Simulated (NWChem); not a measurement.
System: C3H7NSi; SMILES N1CC=C[SiH2]1

Here is an NWChem input.

```
start job
memory heap 200 mb stack 900 mb global 1100 mb
geometry units angstroms
  C     -1.347635     0.455451    -0.529260
  C     -0.267084     1.222293    -0.477688
  Si     1.178620     0.269725     0.242947
  N      0.164099    -1.101564     0.409073
  C     -1.201320    -0.944844    -0.027145
  H     -2.316338     0.758862    -0.901756
  H     -0.270799     2.245050    -0.815576
  H      1.676439     0.787400     1.525073
  H      2.298583     0.059660    -0.685020
  H      0.402201    -2.006320     0.773336
  H     -1.449304    -1.660257    -0.825758
  H     -1.906500    -1.125461     0.798377
end
basis spherical
  * library def2-svp
end
dft
  xc pbe0
  iterations 150
end
driver
  maxiter 120
end
task dft optimize
```

Parts of the log:

```
             Northwest Computational Chemistry Package (NWChem) 7.3.0
             --------------------------------------------------------

 CS  symmetry detected

                             Geometry "geometry" -> ""
                             -------------------------

 Output coordinates in angstroms (scale by  1.889725989 to convert to a.u.)

  No.       Tag          Charge          X              Y              Z
 ---- ---------------- ---------- -------------- -------------- --------------
    1 C                    6.0000     0.75475279     1.30179478     0.00000000
    2 C                    6.0000     1.34011783     0.11198615     0.00000000
    3 Si                  14.0000     0.05274535    -1.25162404     0.00000000
    4 N                    7.0000    -1.17845453    -0.05938620     0.00000000
    5 C                    6.0000    -0.73997053     1.31427608     0.00000000
    6 H                    1.0000     1.26690283     2.25410740     0.00000000
    7 H                    1.0000     2.41117770    -0.00222736     0.00000000
    8 H                    1.0000     0.05113525    -2.09383256     1.20428192
    9 H                    1.0000     0.05113525    -2.09383256    -1.20428192
   10 H                    1.0000    -2.17287884    -0.19752892     0.00000000
   11 H                    1.0000    -1.11306296     1.85170599    -0.88499286
   12 H                    1.0000    -1.11306296     1.85170599     0.88499286

 Effective nuclear repulsion energy (a.u.)     224.7694355967

      Symmetry information
      --------------------

 Group name             Cs
 Group number              2
 Group order               2
 No. of unique centers    10

                                Z-matrix (autoz)
                                --------

 Units are Angstrom for bonds and degrees for angles

[...]

      ----------------------
      Optimization converged
      ----------------------

  Step       Energy      Delta E   Gmax     Grms     Xrms     Xmax
  ---- ---------------- -------- -------- -------- -------- --------
@    5    -462.22420253 -1.4D-06  0.00008  0.00003  0.00071  0.00154
                                     ok       ok       ok       ok

                                Z-matrix (autoz)
                                --------

 Units are Angstrom for bonds and degrees for angles

[...]
```

Level: PBE0/def2-SVP. No frequency run checked for a minimum.
